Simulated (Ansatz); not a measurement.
Ga(Cl)(vinyl)(OH) (C₂H₄ClGaO), SMILES C=[CH][Ga]([OH])[Cl].

The structure is a stationary point at B3LYP-D3(BJ)/def2-SVP. The structure was generated by enumeration; whether it is a known compound was not checked. One conformer was computed; it need not be the lowest.

Two levels are set side by side: PBE/def2-SVPD (Ansatz, a program for electronic structure) and CAM-B3LYP/def2-SVPD (Ansatz). Energy differences of separate SCF runs at the same geometry; the states with an electron removed or added have multiplicity 2 and 2. Differences are taken from unrounded values.

```tsv
quantity	CAM-B3LYP
vertical ionisation energy (eV)	10.77
vertical singlet–triplet gap (eV)	4.07
```

Q: What does PBE give, and how far is it from CAM-B3LYP? (The exact figures need the calculation; the answer reports its results.)

A: 
| quantity | PBE | PBE minus CAM-B3LYP |
|---|---|---|
| vertical ionisation energy (eV) | 10.09 | -0.68 |
| vertical singlet–triplet gap (eV) | 4.11 | 0.04 |
